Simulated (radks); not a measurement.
Results of a calculation; reference values are marked as such.
All-electron atom: Ag in [Kr] 4d9 5s1 5p1 (not the ground configuration).

Code: a radial shooting solver on a logarithmic mesh with Libxc functionals. Model: Dirac Kohn-Sham, PBE, spin-unpolarised, spherical densities, finite nucleus; open shells fill j = l - 1/2 first; Fermi nuclear charge, rms radius 4.5454 fm.

Energy parts (hartree):
part                        energy
total                  -5316.82958
kinetic                 5564.08323
electron-nucleus      -12884.67645
Hartree                 2152.91196
exchange-correlation    -149.14833

Orbitals (lengths in bohr, moments of r in powers of bohr; r(max) is where P^2 peaks; r(90%) holds 90 % of the orbital's charge):
| orbital | occ. | eigenvalue (hartree) | r(90%) | <r^2> | r(max) | small-component weight |
|---|---|---|---|---|---|---|
| 1s1/2 | 2 | -930.5024 | 0.0558 | 0.001308 | 0.02015 | 2.96e-02 |
| 2s1/2 | 2 | -137.1625 | 0.208 | 0.02140 | 0.1141 | 6.20e-03 |
| 2p1/2 | 2 | -127.4802 | 0.187 | 0.01600 | 0.08819 | 6.22e-03 |
| 2p3/2 | 4 | -121.0373 | 0.194 | 0.01732 | 0.09245 | 5.97e-03 |
| 3s1/2 | 2 | -25.33011 | 0.543 | 0.1553 | 0.3328 | 1.75e-03 |
| 3p1/2 | 2 | -21.47858 | 0.543 | 0.1507 | 0.3192 | 1.69e-03 |
| 3p3/2 | 4 | -20.34145 | 0.558 | 0.1598 | 0.3291 | 1.62e-03 |
| 3d3/2 | 4 | -13.52415 | 0.544 | 0.1409 | 0.2722 | 1.51e-03 |
| 3d5/2 | 6 | -13.29515 | 0.549 | 0.1436 | 0.2750 | 1.49e-03 |
| 4s1/2 | 2 | -3.70573 | 1.32 | 0.9377 | 0.8222 | 4.43e-04 |
| 4p1/2 | 2 | -2.49069 | 1.44 | 1.088 | 0.8590 | 3.86e-04 |
| 4p3/2 | 4 | -2.30191 | 1.49 | 1.159 | 0.8837 | 3.67e-04 |
| 4d3/2 | 4 | -0.46799 | 2.13 | 2.159 | 1.020 | 2.22e-04 |
| 4d5/2 | 5 | -0.44591 | 2.16 | 2.227 | 1.031 | 2.17e-04 |
| 5s1/2 | 1 | -0.24447 | 4.36 | 9.610 | 2.360 | 4.62e-05 |
| 5p1/2 | 1 | -0.07916 | 6.52 | 20.29 | 3.137 | 2.14e-05 |
| 5p3/2 | 0 | -0.07182 | 6.83 | 22.24 | 3.283 | 1.93e-05 |

The highest occupied level is 5p1/2 at -2.154 eV. The density falls to 0.001 e/bohr^3 at r = 4.67 bohr. Summed over all electrons, <r^2> = 61.18 bohr^2, which gives a Langevin (diamagnetic) susceptibility term of -48.5 x 10^-6 cm^3/mol. The electron density at the nucleus is 1.457e+05 e/bohr^3.
